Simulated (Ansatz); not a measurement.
singlet Zn: levels of theory in one basis

A single Zn atom.

Basis set: def2-SVP (spherical functions). Frozen core: 5 orbitals. Charge 0, multiplicity 1.

Computed with Ansatz (development build ahead of 0.2.0); each method stands on the lowest determinant of its kind that the runs found.

```tsv
method	E − E(RHF) (eV)	<S²> of the determinant
RHF	0.00	0.00
RHF-MP2	-9.53	–
RHF-CCSD(T)	-9.38	–
```

Q: What does RHF-CCSD give on the same scale?

A: -9.10 eV.

Q: Is a single determinant a sound starting point here?

A: By this sign, yes. Unrestricted orbitals gain 0.00 eV and <S²> is 0.00 against 0.00 for a pure state.
